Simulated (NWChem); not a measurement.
Molecule: GaIF2; SMILES [F][Ga]([F])[I]

Computed with NWChem. Coordinates come from a PBE0/def2-SVP optimisation. def2 effective core potentials on I; no spin-orbit coupling. B3LYP is NWChem's, with the RPA form of VWN correlation.

Q: Predict the results for B3LYP/def2-SVP (core potentials). Quantities: highest occupied level (eV); orbital gap (eV); dipole (D).

A: 
- highest occupied level (eV): -8.21
- orbital gap (eV): 5.67
- dipole (D): 1.95
